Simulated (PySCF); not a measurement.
## Polarisability and C₆ of Sb²⁺ (antimony, charge +2)

[Kr] 4d10 5s2 5p1, 2P determinant. Computed with PySCF 2.14 in aug-cc-pwCVTZ-DK3 (10s9p7d4f1g, 109 functions), with scalar relativity by spin-free X2C-1e. Coupled (time-dependent) response in atomic units; α is the mean over directions.

```tsv
method	mean α (bohr³)	α xx, yy, zz	C₆ (like pair)	S(−4)
M06-L	15.75	15.45, 16.34, 15.45	100.6	72.51
r2SCANh	16.05	15.90, 16.36, 15.90	104.7	73.35
```

S(−4) is the Cauchy moment in α(ω) = α(0) + S(−4) ω² + …

Spin-orbit coupling is absent.

α(iu) at r2SCANh:

```csv
u (hartree),α(iu) (bohr³)
0,16.05
0.0500,15.87
0.100,15.36
0.200,13.64
0.300,11.58
0.500,8.100
0.750,5.473
1.00,4.019
1.50,2.566
2.00,1.850
3.00,1.128
5.00,0.5510
```

A single London oscillator, α(iu) = α/(1 + u²/ω²), gives C₆ = (3/4) ω α². Matching the computed C₆ needs ω = 4 × 104.7 / (3 × 16.05²) = 0.542 hartree.

For an ion, C₆ is the dispersion term alone; charge-induced terms of lower order in 1/R come first.

The components differ because the open shell of this determinant is not spherical; for a pure term their mean is the scalar polarisability.
